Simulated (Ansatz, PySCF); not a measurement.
BI2, SMILES I[B+]I, charge +1.

Geometry: B3LYP-D3(BJ)/def2-TZVP. The def2 effective core potentials stand for the cores of I; spin–orbit coupling is left out.

Vertical ionisation energy (IE) and electron affinity (EA) in eV. Rows of orbital energies are one-electron estimates. Where ΔSCF, EOM or ADC give a negative EA the extra electron is unbound and the value depends on the basis.

```csv
level,IE,EA
"−ε(HOMO), −ε(LUMO), B3LYP/def2-TZVPD (PySCF)",13.47,8.00
"−ε(HOMO), −ε(LUMO), PBE/def2-TZVPD (PySCF)",[?],[?]
"ΔSCF, ωB97X-V/def2-SVPD (Ansatz), final states of multiplicity 2 and 2",15.97,6.15
"ΔSCF, PBE/def2-SVPD (Ansatz), final states of multiplicity 2 and 2",15.55,5.95
```

Question: Some entries are withheld; supply them. (The exact figures need the calculation; the answer reports its results.)

Answer: 
- −ε(HOMO), −ε(LUMO), PBE/def2-TZVPD (PySCF), IE: 12.65
- −ε(HOMO), −ε(LUMO), PBE/def2-TZVPD (PySCF), EA: 8.61

Question: What vertical singlet–triplet gap does ΔSCF give with ωB97X-V/def2-SVPD (Ansatz, a program for electronic structure) and with PBE/def2-SVPD (Ansatz)? (The exact figures need the calculation; the answer reports its results.)

Answer: 4.16 and 3.74 eV (triplet above singlet where positive).
